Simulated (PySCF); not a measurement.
## Electronic structure of As²⁺ (arsenic, charge +2) at the PBE level

Configuration: [Ar] 3d10 4s1 4p2, high-spin 4P determinant (an excited configuration). All numbers are calculated (PySCF 2.14, the non-relativistic Hamiltonian (point nucleus), in def2-QZVPPD).

* Total energy: -2234.180 hartree
* One-electron energy: -3086.280 hartree
* Hartree (Coulomb) energy: 934.195 hartree
* Exchange-correlation energy: -82.096 hartree
* Kinetic energy: 2230.31598 hartree
* ⟨S²⟩: 3.7507
* ⟨L²⟩: 2.001
* Sum of ⟨r⟩: 19.27 bohr
* Sum of ⟨r²⟩: 23.44 bohr²
* Traceless quadrupole moment −½Σ⟨3z² − r²⟩ along its main axis: 2.02 e·bohr²
* Density at the nucleus (Gaussians lack the cusp): 24500 bohr⁻³
* Spin density at the nucleus: 17.7 bohr⁻³
* Langevin diamagnetic susceptibility: -18.6 ×10⁻⁶ cm³/mol

| shell | electrons | mean orbital energy (hartree) | spread (hartree) | rms radius, mean of both spins (bohr) |
| --- | --- | --- | --- | --- |
| 1s α | 1 | -425.00506 | 0 | 0.0537 |
| 1s β | 1 | -424.99792 | 0 | 0.0537 |
| 2s α | 1 | -54.05406 | 0 | 0.224 |
| 2s β | 1 | -54.05075 | 0 | 0.224 |
| 2p α | 3 | -48.43854 | 0.00552 | 0.198 |
| 2p β | 3 | -48.43310 | 0.00895 | 0.198 |
| 3s α | 1 | -7.59540 | 0 | 0.653 |
| 3s β | 1 | -7.58462 | 0 | 0.653 |
| 3p α | 3 | -5.69731 | 0.01955 | 0.673 |
| 3p β | 3 | -5.68480 | 0.02430 | 0.673 |
| 3d α | 5 | -2.36875 | 0.01837 | 0.752 |
| 3d β | 5 | -2.35013 | 0.02481 | 0.752 |
| 4s α | 1 | -1.28172 | 0 | 1.93 |
| 4p α | 2 | -0.90010 | 0 | 2.25 |
